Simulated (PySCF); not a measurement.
# Germanium: a sound run and one with changed settings

Sound run: Ge⁺ [Ar] 3d10 4s2 4p1, Ge²⁺ [Ar] 3d10 4s2. All numbers are calculated (PySCF 2.14, no relativity, point nucleus, in def2-SVP (5s4p3d, 32 functions)). In the sound run the correlated levels freeze [Ar] 3d10. The sound run starts from symmetry-adapted Hartree-Fock orbitals and uses a fine grid where one is needed.

Changed run: scalar relativity by spin-free X2C-1e. This setting is unsound on purpose.

| species | method | sound run (hartree) | changed run (hartree) | converged |
| --- | --- | --- | --- | --- |
| Ge⁺ | UHF | -2074.78435 | -2091.91494 | yes |
| Ge⁺ | MN15 | -2076.65279 | -2093.77656 | yes |
| Ge⁺ | PBE | -2076.05025 | -2093.17938 | yes |
| Ge⁺ | MP2 | -2074.81662 | -2091.94712 | yes |
| Ge⁺ | CCSD(T) | -2074.83246 | -2091.96262 | yes |
| Ge²⁺ | UHF | -2074.22376 | -2091.35326 | yes |
| Ge²⁺ | MN15 | -2076.06895 | -2093.19164 | yes |
| Ge²⁺ | PBE | -2075.46787 | -2092.59539 | yes |
| Ge²⁺ | MP2 | -2074.25048 | -2091.37984 | yes |
| Ge²⁺ | CCSD(T) | -2074.26295 | -2091.39194 | yes |

Ionisation energy of Ge⁺:

```csv
method,sound run (eV),changed run (eV)
UHF,15.254,15.284
MN15,15.887,15.917
PBE,15.847,15.891
MP2,15.405,15.436
SCS-MP2,15.387,15.418
CCSD,15.483,15.516
CCSD(T),15.497,15.529
```

Most of the change in total energy is the relativistic energy itself. On top of that the contraction fixes the core shape for the Hamiltonian it was made with, so the changed run is not a good calculation with the other Hamiltonian either.

For comparison, NIST gives 15.935 eV between the lowest levels.
